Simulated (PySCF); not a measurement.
## Working with the constants of SbN

RHF-CCSD(T) constants of SbN, ¹Σ⁺ (singlet), closed shell (PySCF, scalar-relativistic core potentials, basis sets Sb cc-pVTZ-PP with ECP28, N cc-pVTZ; masses 120.9038 and 14.0031 u):

| Quantity | Value |
| --- | --- |
| ωe | 868.3 cm⁻¹ |
| ωexe | 4.46 cm⁻¹ |
| Be | 0.39252 cm⁻¹ |
| αe | 0.00246 cm⁻¹ |
| De to Sb + N | 3.29 eV |

**Question.** What force constant and bond length do these constants imply?

**Answer.** Reduced mass μred = 12.550 u; k = 5.8918×10⁻⁷·μred·ωe² (u, cm⁻¹, mdyn/Å) = 5.57 mdyn/Å; Re = √(16.8576/(μred·Be)) (u, cm⁻¹, Å) = 1.850 Å.

**Question.** Estimate the centrifugal constant D from the Kratzer relation and find the Dunham coefficient a1.

**Answer.** D = 4Be³/ωe² = 3.21e-07 cm⁻¹; a1 = −1 − αeωe/(6Be²) = -3.31.

Correlated steps freeze 5 core orbitals. These are scalar-relativistic numbers at best; spin–orbit coupling would shift them, the dissociation energy most. Where the molecule has an RHF reference, its open-shell atoms are computed with UHF.
